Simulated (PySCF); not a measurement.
Molfile (atoms numbered from 1):
```
C3H7N3Si
     RDKit          3D

 14 14  0  0  0  0  0  0  0  0999 V2000
   -0.4664    1.7884   -0.0328 C   0  0  0  0  0  0  0  0  0  0  0  0
   -0.7526    0.3538    0.1807 C   0  0  0  0  0  0  0  0  0  0  0  0
   -1.8973   -0.1618    0.5546 N   0  0  0  0  0  0  0  0  0  0  0  0
   -1.6456   -1.4895    0.6047 C   0  0  0  0  0  0  0  0  0  0  0  0
   -0.4224   -1.8097    0.2860 N   0  0  0  0  0  0  0  0  0  0  0  0
    0.1730   -0.6246    0.0073 N   0  0  0  0  0  0  0  0  0  0  0  0
    1.8597   -0.5891   -0.4785 Si  0  0  0  0  0  4  0  0  0  0  0  0
   -0.1459    1.9611   -1.0592 H   0  0  0  0  0  0  0  0  0  0  0  0
   -1.3674    2.3608    0.1666 H   0  0  0  0  0  0  0  0  0  0  0  0
    0.3287    2.1184    0.6343 H   0  0  0  0  0  0  0  0  0  0  0  0
   -2.3843   -2.2132    0.8820 H   0  0  0  0  0  0  0  0  0  0  0  0
    2.2751   -1.9791   -0.4505 H   0  0  0  0  0  0  0  0  0  0  0  0
    1.8941    0.0213   -1.8090 H   0  0  0  0  0  0  0  0  0  0  0  0
    2.5506    0.2628    0.4917 H   0  0  0  0  0  0  0  0  0  0  0  0
  1  2  1  0
  2  3  2  0
  3  4  1  0
  4  5  2  0
  5  6  1  0
  6  7  1  0
  6  2  1  0
  1  8  1  0
  1  9  1  0
  1 10  1  0
  4 11  1  0
  7 12  1  0
  7 13  1  0
  7 14  1  0
M  END
```

PySCF calculation with GFN2-xTB geometry and σ from GIAO-PBE0/pcSseg-1; one conformer, rapidly exchanging positions averaged, relativity neglected, in vacuum.

Shifts are taken against calculated references (same method and geometry level): 13C and 1H and 29Si vs TMS; 15N vs NH3.

| atoms | nucleus | count | δ (ppm) |
| --- | --- | --- | --- |
| Si7 | 29Si | 1 | ? |
| H8/H9/H10 | 1H | 3 | ? |
| N6 | 15N | 1 | 221.7 |
| C4 | 13C | 1 | 157.6 |
| N5 | 15N | 1 | 349.3 |
| H12/H13/H14 | 1H | 3 | 5.21 |
| C1 | 13C | 1 | 14.7 |
| C2 | 13C | 1 | ? |
| N3 | 15N | 1 | 297.8 |
| H11 | 1H | 1 | 7.84 |

Question: Estimate the values marked ?.

Answer: 
- C2: 163.5 ppm, substituted aromatic carbon next to a ring nitrogen
- H8/H9/H10: 2.66 ppm, hydrogen on a methyl carbon on an aromatic ring; benzylic-type position, deshielded by the ring
- Si7: -51.4 ppm, silicon bonded to N, 3 H

Shifts are as computed. Against solution values, carbons near 30 ppm lie about +3 ppm off and those near 130 ppm about +5 ppm. Of 1211 compounds with measured shifts, 218 miss one by over three times the rms of a fit or turn the order of signals round; such compounds aren't used in these exercises. Experimental scales use liquid or dissolved standards, which lie at an offset from isolated NH3 (liquid NH3: subtract about 20 ppm). Unscaled 15N shifts of sp2 nitrogen come out 20 to 40 ppm too high even then.
